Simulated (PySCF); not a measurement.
C2H7S, charge +1.

```xyz
10

C      0.0276     0.5224    -1.4362
S     -0.1047    -0.5928     0.0000
C      0.0276     0.5224     1.4362
H      0.8935     1.1883    -1.3308
H      0.1133    -0.1167    -2.3261
H     -0.9137     1.0878    -1.4744
H      1.1569    -1.1020     0.0000
H      0.8935     1.1883     1.3308
H      0.1133    -0.1167     2.3261
H     -0.9137     1.0878     1.4744
```
Charge +1, spin multiplicity 1.

Geometry optimised at B3LYP-D3(BJ)/def2-SVP. The isomer is the one that the SMILES or the coordinates give; other isomers of the formula were not compared.

All values below come from B3LYP/pcSseg-1 in PySCF. Non-relativistic, no solvent.

Computed absolute GIAO shielding of each atom: isotropic value and principal components (ppm):
```tsv
atom	σ(iso)	σ11	σ22	σ33	span
C1	152.6	131.6	144.9	181.2	49.6
S2	465.7	366.6	472.4	558.1	191.5
C3	152.6	131.6	144.9	181.2	49.6
H4	28.3	23.6	26.3	34.9	11.3
H5	28.1	23.3	25.1	35.9	12.7
H6	28.3	24.0	25.7	35.0	11.0
H7	26.1	20.2	23.2	34.9	14.6
H8	28.3	23.6	26.3	34.9	11.3
H9	28.1	23.3	25.1	35.9	12.7
H10	28.3	24.0	25.7	35.0	11.0
```
